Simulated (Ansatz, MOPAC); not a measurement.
System: H4SiNO, net charge 0, doublet state. SMILES: N[SiH2][O]

Atoms: N1, Si2, O3, H4, H5, H6, H7. Bonds: N1-Si2, N1-H4, N1-H5, Si2-O3, Si2-H6, Si2-H7.

Bond lengths (Å) and angles (degrees) optimised at PM3 with MOPAC; PM6 with MOPAC; B3LYP/LANL2DZ with Ansatz (an electronic-structure program); MP2/6-31G* with Ansatz, each started from the B3LYP-D3(BJ)/def2-TZVP structure (Ansatz) of the last column. A row stands for all coordinates that are equal there; 11 of 15 kinds are shown. 6-31G* holds six Cartesian d functions. No wavenumbers were computed at B3LYP/LANL2DZ, MP2/6-31G*, so these may be saddle points.

```csv
coordinate,PM3,PM6,B3LYP/LANL2DZ,MP2/6-31G*,B3LYP-D3(BJ)/def2-TZVP
N1-Si2,1.788,1.691,1.726,1.716,1.704
N1-H4,0.999,1.017,1.013,1.013,1.007
N1-H5,0.999,1.011,1.013,1.013,1.008
Si2-O3,1.660,1.517,1.759,1.701,1.659
Si2-H6,1.508,1.434,1.483,1.480,1.480
Si2-H7,1.508,1.592,1.483,1.480,1.488
N1-Si2-O3,112.6,125.6,118.5,120.1,120.5
Si2-N1-H4,115.2,123.0,123.3,121.1,121.4
Si2-N1-H5,115.2,127.9,123.3,121.1,122.5
N1-Si2-H6,109.2,116.0,108.7,107.5,106.7
N1-Si2-H7,109.2,115.3,108.7,107.5,109.8
```

Mean signed difference of all 6 bond lengths from B3LYP-D3(BJ)/def2-TZVP: PM3 0.019 Å, PM6 -0.014 Å, B3LYP/LANL2DZ 0.022 Å, MP2/6-31G* 0.010 Å.
